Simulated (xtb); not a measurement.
Input file for xtb: GFN2-xTB on H5NO2Sn (SMILES [NH2][SnH]([OH])[OH]), a point of a torsion scan.

```
$ xtb mol.xyz --gfn 2 --opt vtight --chrg 0 --uhf 0 --input xcontrol
9

N      1.62138435    -0.54865168     0.15117780
Sn    -0.33053097     0.03581600     0.43140572
O     -1.26513831    -1.34002252     1.49204096
O     -1.23993544     0.21209101    -1.33574632
H      2.07912833     0.21079639    -0.41619028
H      1.64900173    -1.47505977    -0.31574879
H     -0.34210507     1.60171093     1.16609037
H     -1.70744690    -0.96594286     2.30073157
H     -1.10162981    -0.66155040    -1.79989409
$constrain
  force constant=1.0
  dihedral: 5,1,2,3,180.0
$end
```

Program output:

```
[...]
           -------------------------------------------------
          |                Calculation Setup                |
           -------------------------------------------------



           -------------------------------------------------
          |                 G F N 2 - x T B                 |
           -------------------------------------------------

        Reference                      10.1021/acs.jctc.8b01176
      * Hamiltonian:
        H0-scaling (s, p, d)           1.850000    2.230000    2.230000
        zeta-weighting                 0.500000
      * Dispersion:
        s8                             2.700000
        a1                             0.520000
        a2                             5.000000
        s9                             5.000000
      * Repulsion:
        kExp                           1.500000    1.000000
        rExp                           1.000000
      * Coulomb:
        alpha                          2.000000
        third order                    shell-resolved
        anisotropic                    true
        a3                             3.000000
        a5                             4.000000
        cn-shift                       1.200000
        cn-exp                         4.000000
        max-rad                        5.000000


          ...................................................
          :                      SETUP                      :
          :.................................................:
          :  # basis functions                  27          :
          :  # atomic orbitals                  26          :
          :  # shells                           14          :
          :  # electrons                        26          :
          :  max. iterations                   250          :
          :  Hamiltonian                  GFN2-xTB          :
          :  restarted?                      false          :
          :  GBSA solvation                  false          :
          :  PC potential                    false          :
          :  electronic temp.          300.0000000     K    :
          :  accuracy                    1.0000000          :
          :  -> integral cutoff          0.2500000E+02      :
          :  -> integral neglect         0.1000000E-07      :
          :  -> SCF convergence          0.1000000E-05 Eh   :
          :  -> wf. convergence          0.1000000E-03 e    :
          :  Broyden damping             0.4000000          :
          :  net charge                          0          :
          :  unpaired electrons                  0          :
          ...................................................

 iter      E             dE          RMSdq      gap      omega  full diag
   1    -12.6053628 -0.126054E+02  0.214E+01    2.21       0.0  T
   2    -12.1834320  0.421931E+00  0.218E+01    7.73       1.0  T
   3    -15.5628182 -0.337939E+01  0.922E+00    4.73       1.0  T
   4    -15.5540665  0.875171E-02  0.746E+00    4.66       1.0  T
   5    -15.7011063 -0.147040E+00  0.217E+00    3.82       1.0  T
   6    -15.7201004 -0.189941E-01  0.807E-01    3.71       1.0  T
   7    -15.7171150  0.298542E-02  0.134E+00    3.57       1.0  T
   8    -15.7192344 -0.211937E-02  0.644E-01    3.68       1.0  T
   9    -15.7201503 -0.915944E-03  0.380E-01    3.79       1.0  T
  10    -15.7204459 -0.295610E-03  0.351E-02    3.73       1.0  T
  11    -15.7204419  0.405108E-05  0.457E-02    3.74       1.0  T
  12    -15.7204469 -0.507829E-05  0.171E-02    3.73       2.0  T
  13    -15.7204474 -0.425184E-06  0.401E-03    3.73       8.3  T
  14    -15.7204474 -0.728599E-08  0.266E-03    3.73      12.5  T
  15    -15.7204474 -0.150887E-07  0.585E-04    3.74      57.0  T
  16    -15.7204474 -0.595650E-09  0.772E-05    3.74     431.8  T

   *** convergence criteria satisfied after 16 iterations ***

         #    Occupation            Energy/Eh            Energy/eV
      -------------------------------------------------------------
         1        2.0000           -0.8238874             -22.4191
       ...           ...                  ...                  ...
         7        2.0000           -0.5195654             -14.1381
         8        2.0000           -0.4781826             -13.0120
         9        2.0000           -0.4752294             -12.9317
        10        2.0000           -0.4527170             -12.3191
        11        2.0000           -0.4506636             -12.2632
        12        2.0000           -0.4471048             -12.1663
        13        2.0000           -0.4067266             -11.0676 (HOMO)
        14                         -0.2694562              -7.3323 (LUMO)
        15                         -0.1060583              -2.8860
        16                         -0.0967245              -2.6320
        17                         -0.0952536              -2.5920
        18                         -0.0381168              -1.0372
       ...                 
[...]
::
         :::::::::::::::::::::::::::::::::::::::::::::::::::::
         :: total energy             -15.675563120204 Eh    ::
         :: gradient norm              0.000124069025 Eh/a0 ::
         :: HOMO-LUMO gap              4.584564756740 eV    ::
         ::.................................................::
         :: SCC energy               -15.759473864763 Eh    ::
         :: -> isotropic ES            0.061598509857 Eh    ::
         :: -> anisotropic ES         -0.004272376033 Eh    ::
         :: -> anisotropic XC          0.002605129327 Eh    ::
         :: -> dispersion             -0.004253123275 Eh    ::
         :: repulsion energy           0.083910720490 Eh    ::
         :: add. restraining           0.000000024068 Eh    ::
         :: total charge               0.000000000000 e     ::
         :::::::::::::::::::::::::::::::::::::::::::::::::::::

           -------------------------------------------------
          |                Property Printout                |
           -------------------------------------------------

    * Orbital Energies and Occupations

         #    Occupation            Energy/Eh            Energy/eV
      -------------------------------------------------------------
         1        2.0000           -0.8229516             -22.3937
         2        2.0000           -0.6674079             -18.1611
         3        2.0000           -0.6554049             -17.8345
         4        2.0000           -0.5955651             -16.2062
         5        2.0000           -0.5509415             -14.9919
         6        2.0000           -0.5349810             -14.5576
         7        2.0000           -0.5164587             -14.0536
         8        2.0000           -0.4783563             -13.0167
         9        2.0000           -0.4681100             -12.7379
        10        2.0000           -0.4621380             -12.5754
        11        2.0000           -0.4507317             -12.2650
        12        2.0000           -0.4418376             -12.0230
        13        2.0000           -0.4056495             -11.0383 (HOMO)
        14                         -0.2371698              -6.4537 (LUMO)
        15                         -0.1016810              -2.7669
        16                         -0.0926182              -2.5203
        17                         -0.0597613              -1.6262
        18                         -0.0241337              -0.6567
        19                         -0.0059930              -0.1631
        20                          0.0564713               1.5367
        21                          0.1070881               2.9140
        22                          0.1590914               4.3291
        23                          0.2199668               5.9856
        24                          0.4691270              12.7656
       ...                                ...                  ...
        26                          0.6695277              18.2188
      -------------------------------------------------------------
                  HL-Gap            0.1684797 Eh            4.5846 eV
             Fermi-level           -0.3214096 Eh           -8.7460 eV

     #   Z          covCN         q      C6AA      α(0)
     1   7 N        2.546    -0.387    30.035     8.139
     2  50 Sn       3.381     0.398   323.334    33.291
     3   8 O        1.579    -0.502    22.984     6.469
     4   8 O        1.579    -0.491    22.748     6.436
     5   1 H        0.869     0.165     1.304     1.788
     6   1 H        0.873     0.177     1.228     1.735
     7   1 H        0.934     0.025     2.664     2.552
     8   1 H        0.827     0.302     0.713     1.324
     9   1 H        0.836     0.314     0.676     1.289

 Mol. C6AA /au·bohr⁶  :       1463.438156
 Mol. C8AA /au·bohr⁸  :      82646.887098
 Mol. α(0) /au        :         63.024433


Wiberg/Mayer (AO) data.
largest (>0.10) Wiberg bond orders for each atom

 ---------------------------------------------------------------------------
     #   Z sym  total        # sym  WBO       # sym  WBO       # sym  WBO
 ---------------------------------------------------------------------------
     1   7 N    3.148 --     5 H    0.957     6 H    0.944     2 Sn   0.851
                             7 H    0.161     4 O    0.122     3 O    0.111
     2  50 Sn   3.302 --     4 O    0.905     3 O    0.904     1 N    0.851
                             7 H    0.594
     3   8 O    2.123 --     2 Sn   0.904     8 H    0.899     7 H    0.118
                             1 N    0.111
     4   8 O    2.133 --     2 Sn   0.905     9 H    0.889     7 H    0.125
                             1 N    0.122
     5   1 H    0.973 --     1 N    0.957
     6   1 H    0.969 --     1 N    0.944
     7   1 H    0.999 --     2 Sn   0.594     1 N    0.161     4 O    0.125
                             3 O    0.118
     8   1 H    0.909 --     3 O    0.899
     9   1 H    0.902 --     4 O    0.889
 ---------------------------------------------------------------------------

Topologies differ in total number of bonds
Writing topology from bond orders to xtbtopo.mol

molecular dipole:
                 x           y           z       tot (Debye)
 q only:        0.399       0.156       0.420
   full:        0.399       0.085       0.304       1.293
molecular quadrupole (traceless):
                xx          xy          yy          xz          yz          zz
 q only:        0.333      -1.183       0.365       0.207       0.716      -0.698
  q+dip:        0.257      -1.442       1.230      -1.016       1.359      -1.487
   full:        0.745      -1.015       0.411      -1.251       0.688      -1.156

           -------------------------------------------------
          |                Geometry Summary                 |
           -------------------------------------------------

      molecular mass/u    :      169.7553294
   center of mass at/Å    :       -0.3016735      -0.0507556       0.2144085
  moments of inertia/u·Å² :        0.1040832E+03   0.1173441E+03   0.1714335E+03
rotational constants/cm⁻¹ :        0.1619631E+00   0.1436598E+00   0.9833337E-01

 * 8 selected distances

     #   Z          #   Z                                           value/Å
     1   7 N        2  50 Sn                                      1.9999191 (max)
     2  50 Sn       3   8 O                                       1.9371942
     2  50 Sn       4   8 O                                       1.9321691
     1   7 N        5   1 H                                       1.0124274
     1   7 N        6   1 H                                       1.0151463
     2  50 Sn       7   1 H                                       1.6651522
     3   8 O        8   1 H                                       0.9553723 (min)
Note: The following floating-point exceptions are signalling: IEEE_UNDERFLOW_FLAG IEEE_DENORMAL
normal termination of xtb
     4   8 O        9   1 H                                       0.9567771

 * 5 distinct bonds (by element types)

   Z      Z             #   av. dist./Å        max./Å        min./Å
   1 H    7 N           2     1.0137869     1.0151463     1.0124274
   1 H    8 O           2     0.9560747     0.9567771     0.9553723
   1 H   50 Sn          1     1.6651522     1.6651522     1.6651522
   7 N   50 Sn          1     1.9999191     1.9999191     1.9999191
   8 O   50 Sn          2     1.9346816     1.9371942     1.9321691


optimized geometry written to: xtbopt.xyz


           -------------------------------------------------
          | TOTAL ENERGY              -15.675563120204 Eh   |
          | GRADIENT NORM               0.000124069025 Eh/α |
          | HOMO-LUMO GAP               4.584564756740 eV   |
           -------------------------------------------------

------------------------------------------------------------------------
------------------------------------------------------------------------
 total:
 SCF:
 ANC optimizer:
```

The run finished.

Warnings raised: the energy holds the restraint's term.

Cost: about 0.3 core-seconds (a rough figure).
